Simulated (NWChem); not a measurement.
Species: InH3O; SMILES [InH2][OH]

def2 effective core potentials on In; no spin-orbit coupling.

### Question
Give the equilibrium geometry at PBE0/def2-SVP with def2 effective core potentials on In (NWChem) as an XYZ file, with the point group.

### Answer
point group Cs; any orientation.
```
5

In    -0.0316     0.3039     0.0000
H     -1.6115     0.9736     0.0000
H      1.5393     1.0187     0.0000
O     -0.0909    -1.7007     0.0000
H      0.7831    -2.1062     0.0000
```
